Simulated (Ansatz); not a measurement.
The cluster H9Au5⁺. Total charge 1; doublet. Geometry PBE-D4/def2-SVP, basis def2-TZVP, Ansatz.

```tsv
atom	x (Å)	y (Å)	z (Å)
Au1	0.188	2.208	-0.031
Au2	0.362	-0.476	0.493
Au3	-0.585	-4.119	-1.267
Au4	-0.143	4.928	-0.150
Au5	0.508	-3.173	1.097
H6	0.228	-4.724	0.606
H7	-0.517	6.413	-1.109
H8	0.674	3.735	0.712
H9	-0.084	0.661	-0.743
H10	-1.214	-3.806	-2.700
H11	1.078	-3.823	2.449
H12	-1.175	6.345	-0.586
H13	0.869	-1.601	1.765
H14	-0.188	-2.568	-0.535
```

| run | HOMO (eV) | LUMO (eV) |
| --- | --- | --- |
| A | -10.68 | -8.34 |
| B | -9.93 | -8.97 |
| C | -9.67 | -9.08 |
| D | -9.73 | -8.99 |
| E | -11.60 | -7.44 |

In the def2 sets Au takes a core potential; there is no spin–orbit coupling. In the doublet, H7 and H12 lie 0.84 Å apart (atoms count from 1), so H2 has formed as a molecule. Another isomer (doublet) lies 0.14 eV lower at PBE0-D4/def2-TZVP; other spin states weren't run for this one.

HOMO and LUMO are taken over both spins.

Q: The runs used B97M-V, BHLYP, PBE, PBE0, r2SCAN. Estimate which is which.

A: A PBE0 (25 % exact exchange); B r2SCAN (0 % exact exchange); C PBE (0 % exact exchange); D B97M-V (0 % exact exchange); E BHLYP (50 % exact exchange). Exact exchange lowers occupied and raises empty levels; among semilocal functionals meta-GGAs tend to open the gap a little, and such runs are hard to tell apart. The gap grows from 0.59 eV (PBE) to 4.16 eV (BHLYP).
